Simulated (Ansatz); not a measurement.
```yaml
crystal:
  periodic: [false, false, false]
  atoms:
    - {symbol: C, position_ang: [-2.310770, -0.662328, -2.693340]}
    - {symbol: C, position_ang: [-1.913398, 0.051091, -1.419521]}
    - {symbol: C, position_ang: [-2.233490, -0.756642, -0.178689]}
    - {symbol: O, position_ang: [-0.506388, 0.288843, -1.501400]}
    - {symbol: Sn, position_ang: [0.371345, 1.764682, -0.608048]}
    - {symbol: Cl, position_ang: [-1.174452, 2.846827, 0.730061]}
    - {symbol: Cl, position_ang: [1.227750, 3.221220, -2.153230]}
    - {symbol: O, position_ang: [1.864724, 1.169162, 0.459589]}
    - {symbol: C, position_ang: [1.674486, 0.176075, 1.473534]}
    - {symbol: C, position_ang: [2.728371, 0.424523, 2.529589]}
    - {symbol: C, position_ang: [1.768308, -1.210413, 0.870895]}
    - {symbol: H, position_ang: [-3.385066, -0.861309, -2.701513]}
    - {symbol: H, position_ang: [-2.061662, -0.056253, -3.565580]}
    - {symbol: H, position_ang: [-1.780244, -1.614270, -2.772213]}
    - {symbol: H, position_ang: [-2.452392, 1.006831, -1.367403]}
    - {symbol: H, position_ang: [-1.946731, -0.215963, 0.727079]}
    - {symbol: H, position_ang: [-1.698230, -1.709175, -0.200747]}
    - {symbol: H, position_ang: [-3.304745, -0.962968, -0.117095]}
    - {symbol: H, position_ang: [0.683858, 0.300530, 1.937526]}
    - {symbol: H, position_ang: [2.635525, -0.300227, 3.341929]}
    - {symbol: H, position_ang: [2.627891, 1.428743, 2.943799]}
    - {symbol: H, position_ang: [3.724612, 0.329815, 2.091056]}
    - {symbol: H, position_ang: [1.011687, -1.353556, 0.096199]}
    - {symbol: H, position_ang: [1.622918, -1.974703, 1.638437]}
    - {symbol: H, position_ang: [2.752993, -1.354536, 0.419787]}
basis:
  gaussian: {orbitals: def2-TZVPP}
hamiltonian: {xc: {name: B3LYP-D3}, dispersion: d3bjatm}
accuracy: high
output: {forces: true}
```

```sh
$ ansatz run in.yaml --threads 11 --pin off --events-out ev --progress --plain --max-ram 174080MiB --backend cuda --devices 0, --max-vram 75GiB
```

It prints (some lines left out):

```
Error: YAML parse error: error: line 31 column 19: hamiltonian.xc: no functional is named "B3LYP-D3"; the names, which are not case-sensitive, are SVWN5, SPW92, PBE, PBE0, PBEsol, revPBE, revPBE0, RPBE, rPW86-PBE, HSE06, wPBEh, LC-wPBE, HISS, HF, BLYP, B3LYP, B3LYP5, BHLYP, CAM-B3LYP, r2SCAN, r2SCANh, r2SCAN0, r2SCAN50, m-r2SCAN, B97, wB97, wB97X, wB97X-V, B97M-V, wB97M-V, B2PLYP, B2GP-PLYP, PBE0-DH, PBE-QIDH
29 | basis:
30 |   gaussian: {orbitals: def2-TZVPP}
31 | hamiltonian: {xc: {name: B3LYP-D3}, dispersion: d3bjatm}
32 | accuracy: high
33 | output: {forces: true}
```

(1) What is wrong with this run?

## Answers

(1) The method's name isn't one that the program takes here. The input was rejected before any iteration.

HSE06 is defined as in plane-wave codes.
